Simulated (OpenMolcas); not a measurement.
# Co VIII: effect of the active space

```
Program             : OpenMolcas 26.06
Method              : CASSCF or its RAS form
Basis               : ANO-RCC-VTZP
Scalar Hamiltonian  : DKH2, point nucleus
Spin-orbit coupling : RASSI with atomic mean-field integrals over the reference wave functions, term energies averaged over their components
```

A. 2 electrons in 5 orbitals (3d); 2S+1 = 3 even, 10 roots; 2S+1 = 1 even, 15 roots; cost about 5 core-seconds
B. 8 electrons in 8 orbitals (RAS1 3p, at most 2 holes; RAS2 3d); 2S+1 = 3 even, 10 roots; 2S+1 = 1 even, 15 roots; cost of the order of 15 core-seconds
C. 2 electrons in 10 orbitals (3d 4d); 2S+1 = 3 even, 10 roots; 2S+1 = 1 even, 15 roots; cost about 10 core-seconds

Energies in cm⁻¹ above 3d² ³F₂, the measured ground level; measured values from Sugar and Corliss, J. Phys. Chem. Ref. Data 10, 1097 (1981).

| Level | A | B | C | Measured |
| --- | --- | --- | --- | --- |
| 3d² ³F₂ | 0.0 | 0.0 | 0.0 | 0.0 |
| 3d² ³F₃ | 1369 | 1410 | 1371 | 1430 |
| 3d² ³F₄ | 3070 | 3151 | 3075 | 3144 |
| 3d² ¹D₂ | 23126 | 21203 | 23083 | 19624 |
| 3d² ³P₀ | 26484 | 24981 | 26432 | 22304 |
| 3d² ³P₁ | 26991 | 25509 | 26936 | 22839 |
| 3d² ³P₂ | 28180 | 26693 | 28122 | 24055 |
| 3d² ¹G₄ | 35303 | 35885 | 35248 | 32360 |
| 3d² ¹S₀ | 84805 | 75275 | 84317 | 74247 |

Deviations, from unrounded energies. A percentage is the sum of absolute deviations over the sum of measured energies, with the sign that they share, or ± where signs differ.

| Against measurement | Levels | A | B | C |
| --- | --- | --- | --- | --- |
| mean absolute deviation (cm-1) | 8 | 3700 | 1800 | 3600 |
| fine structure of the ground term (%) | 2 | -2.9 | ±0.6 | -2.8 |
| other terms of the ground configuration (%) | 6 | +15.1 | +7.2 | +14.7 |

B lies closest to measurement on these levels and A furthest from it. The largest miss of B in the table is 3d² ¹G₄, by +3500 cm-1. The ranking rests on the paired levels alone, and a cruder setting can come out closer through cancelling errors.

Among A to C the level of the table that moves most is 3d² ¹S₀, by 9500 cm-1 (lowest in B, highest in A).

Without dynamic correlation excited terms often stand tens of per cent too high (terms of higher spin than the ground term too low), and those without a measured partner can miss by more than the paired ones. Active for correlation alone: 3p; no level in the range computed is led by a configuration that opens it, so any true level of that kind is missing (holds for B). Active for correlation alone: 4d; no level in the range computed is led by a configuration that fills it, so any true level of that kind is missing (holds for C). Computed and measured levels are paired by configuration, term and J; levels that our copy of the source lacks, or whose pairing is in doubt (as where it misses far off the trend of its configuration), stay unpaired and out of the deviations. Levels of configurations outside the active space are missing.
